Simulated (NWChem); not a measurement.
System meant: CH2AlNO; SMILES O=C=[N][AlH2]

Here is an NWChem input.

```
start job
memory heap 200 mb stack 900 mb global 1100 mb
geometry units angstroms noautosym nocenter noautoz
  Al    -0.000009    -1.744092     0.000000
  H      0.000360    -2.475401     1.411252
  H      0.000360    -2.475401    -1.411252
  N     -0.001644     0.047021     0.000000
  C     -0.000482     1.261185     0.000000
  O      0.000700     2.443400     0.000000
end
basis spherical
  * library def2-svp
end
dft
  xc m06-2x
  iterations 150
end
property
  shielding 5 1 2 4 5 6
end
task dft property
```

End of the output:

```
 Vector   21  Occ=0.000000D+00  E= 6.862052D-02
              MO Center=  6.9D-04, -2.6D+00, -3.7D-10, r^2= 4.3D+00
   Bfn.  Coefficient  Atom+Function         Bfn.  Coefficient  Atom+Function
  ----- ------------  ---------------      ----- ------------  ---------------
    12      1.330879  1 Al py                20      0.879981  2 H  s
    25      0.879981  3 H  s                  4     -0.867022  1 Al s
    31     -0.314958  4 N  s                  3     -0.232478  1 Al s
    50      0.201974  5 C  py                59     -0.174541  6 O  s
    19      0.142163  2 H  s                 24      0.142163  3 H  s

 center of mass
 --------------
 x =  -0.00045585 y =   0.07524260 z =   0.00000000

 moments of inertia (a.u.)
 ------------------
         760.414797509598          -0.065312586783           0.000000000000
          -0.065312586783          14.335959342783           0.000000000000
           0.000000000000           0.000000000000         746.079156736003

     Multipole analysis of the density
     ---------------------------------

     L   x y z        total         alpha         beta         nuclear
     -   - - -        -----         -----         ----         -------
     0   0 0 0     -0.000000    -18.000000    -18.000000     36.000000

     1   1 0 0      0.000464      0.007977      0.007977     -0.015490
     1   0 1 0     -0.848849     -0.253838     -0.253838     -0.341173
     1   0 0 1     -0.000000     -0.000000     -0.000000      0.000000

     2   2 0 0    -19.330594     -9.665341     -9.665341      0.000087
     2   1 1 0     -0.001214     -0.014742     -0.014742      0.028270
     2   1 0 1     -0.000000     -0.000000     -0.000000      0.000000
     2   0 2 0    -26.729444   -208.201975   -208.201975    389.674505
     2   0 1 1      0.000000      0.000000      0.000000      0.000000
     2   0 0 2    -23.951683    -19.088088    -19.088088     14.224493

          -----------------------------------------
          Chemical Shielding Tensors (GIAO, in ppm)
          -----------------------------------------

 ------------------------------------------------------------------------
  xm06: d2 not coded                    0
 ------------------------------------------------------------------------
 ------------------------------------------------------------------------
  current input line :
    21: task dft property
 ------------------------------------------------------------------------
 ------------------------------------------------------------------------
 This error has not yet been assigned to a category
 ------------------------------------------------------------------------
 For more information see the NWChem manual at https://nwchemgit.github.io

0: xm06: d2 not coded:Received an Error in Communication
```

### Question
What is wrong, and how is it mended?

### Answer
The run crashed. Cause: this functional's second derivatives, which shieldings need, aren't coded here; the fix takes a hybrid GGA instead. This input runs:
```
start job
memory heap 200 mb stack 900 mb global 1100 mb
geometry units angstroms noautosym nocenter noautoz
  Al    -0.000009    -1.744092     0.000000
  H      0.000360    -2.475401     1.411252
  H      0.000360    -2.475401    -1.411252
  N     -0.001644     0.047021     0.000000
  C     -0.000482     1.261185     0.000000
  O      0.000700     2.443400     0.000000
end
basis spherical
  Al library def2-svp
  H library def2-svp
  N library def2-svp
  C library def2-svp
  O library def2-svp
end
dft
  xc pbe0
  iterations 150
end
property
  shielding 5 1 2 4 5 6
end
task dft property
```
It converges to -411.24639 Ha (PBE0/def2-SVP, GIAO).
